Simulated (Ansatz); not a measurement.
| atom | x (Å) | y (Å) | z (Å) |
| --- | --- | --- | --- |
| B | 0.0000 | 0.0000 | 0.8809 |
| B | 0.0000 | 0.0000 | -0.8809 |
| H | 0.9934 | 0.0000 | 0.0000 |
| H | -0.9934 | 0.0000 | 0.0000 |
| H | 0.0000 | 1.0515 | 1.4667 |
| H | 0.0000 | -1.0515 | 1.4667 |
| H | 0.0000 | 1.0515 | -1.4667 |
| H | 0.0000 | -1.0515 | -1.4667 |

Basis set: def2-TZVP (spherical functions). Correlated methods keep 2 orbitals frozen. Charge 0, multiplicity 1.

Computed with Ansatz (development build ahead of 0.2.0); each method stands on the lowest determinant of its kind that the runs found. Restricted open shells among the atoms or ions are ROHF, correlated in semicanonical orbitals with singles.

Q: Give the atomization energy at this shape (free ground-state atoms in the same class of orbitals less the molecule, no zero-point energy) of singlet B₂H₆ by RHF-MP2, RHF.

A:

| method | atomization energy |
| --- | --- |
| RHF-MP2 | 25.34 eV |
| RHF | 21.18 eV |
